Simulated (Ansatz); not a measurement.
Computed with Ansatz on PBE0-D4/def2-TZVP structures; ΔE is electronic, products minus reactants. CBS: MP2 limit from def2 TZ/QZ plus the TZ coupled-cluster correction, frozen cores. This one scheme is used for every species. DFT in def2-TZVPP. B3LYP here is the variant with VWN-RPA as its local correlation; programs differ in this. Each species was taken in one conformer, which may not be the lowest.

Reaction (ligand exchange at the Si–Cl bond): `O[SiH](O)N[SiH2]Cl` + H–F → `O[SiH](O)N[SiH2]F` + HCl

| level | ΔE (kJ/mol) | difference from CCSD(T)/CBS |
| --- | --- | --- |
| PBE-D4 | -34.2 | 6.1 |
| r2SCAN-D4 | -42.9 | -2.6 |
| PBE0-D4 | -33.8 | 6.5 |
| B3LYP-D4 | -43.6 | -3.3 |
| ωB97X-V | -44.1 | -3.8 |
| ωB97M-V | -43.0 | -2.7 |
| B2PLYP | -48.4 | -8.1 |
| PBE | -38.9 | 1.4 |
| r2SCAN | -44.2 | -3.9 |
| PBE0 | -38.1 | 2.2 |
| B3LYP | -51.4 | -11.1 |
| HF/def2-TZVPP | -56.2 | -15.9 |
| MP2/def2-TZVPP | -39.4 | 0.9 |
| SCS-MP2/def2-TZVPP | -45.8 | -5.5 |
| CCSD/def2-TZVPP | -47.4 | -7.1 |
| CCSD(T)/def2-TZVPP | -44.8 | -4.5 |
| HF/def2-QZVPP | -57.8 | -17.5 |
| MP2/def2-QZVPP | -37.4 | 2.9 |
| SCS-MP2/def2-QZVPP | -43.8 | -3.5 |
| HF/CBS(def2) | -58.1 | -17.8 |
| MP2/CBS(def2) | -34.9 | 5.4 |
| CCSD/CBS(def2) | -42.9 | -2.6 |
| CCSD(T)/CBS | -40.3 | 0 |

Largest T1 diagnostic among the species: 0.012.

The D4 term adds +7.8 kJ/mol with B3LYP and +4.3 kJ/mol with PBE0; it sums over pairs of atoms, weighted by their polarisabilities, and B3LYP, whose exchange is more repulsive, gets the larger term. In def2-TZVPP, CCSD(T) changes the Hartree–Fock value by +11.4 kJ/mol (the triples alone add +2.6 kJ/mol) and MP2 by +16.8 kJ/mol.
